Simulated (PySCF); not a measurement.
**Selenium: a sound run and one with changed settings**

Sound run: Se⁺ [Ar] 3d10 4s2 4p3, Se²⁺ [Ar] 3d10 4s2 4p2. Calculation: PySCF 2.14, in jorge-DZP-DKH (8s6p2d1f, 43 functions); the spin-free X2C one-electron Hamiltonian (Gaussian nucleus). In the sound run the correlated levels freeze [Ar] 3d10. The sound run starts from symmetry-adapted Hartree-Fock orbitals and uses a fine grid where one is needed.

Changed run: basis STO-3G, all-electron and non-relativistic. This setting is unsound on purpose.

```
species   method  sound run (hartree)  changed run (hartree)  converged
    Se⁺      UHF          -2427.62254            -2373.29984        yes
    Se⁺     BP86          -2429.64292            -2374.68796        yes
    Se⁺     PBE0          -2429.04416            -2374.30233        yes
    Se⁺      MP2          -2427.64960            -2373.29984        yes
   Se²⁺      UHF          -2426.85370            -2372.53530        yes
   Se²⁺     BP86          -2428.85661            -2373.90537        yes
   Se²⁺     PBE0          -2428.25797            -2373.51634        yes
   Se²⁺      MP2          -2426.88091            -2372.54313        yes
   Se²⁺  CCSD(T)          -2426.88988            -2372.54903        yes
```

Ionisation energy of Se⁺:

| method | sound run (eV) | changed run (eV) |
| --- | --- | --- |
| UHF | 20.921 | 20.804 |
| BP86 | 21.397 | 21.296 |
| PBE0 | 21.393 | 21.388 |
| MP2 | 20.917 | 20.591 |
| SCS-MP2 | 20.851 | 20.548 |

A minimal basis cannot let orbitals breathe on ionisation and holds almost no correlation. The Hamiltonian changed with the basis, so the totals do not compare.

For comparison, NIST gives 21.196 ± 0.01 eV between the lowest levels.
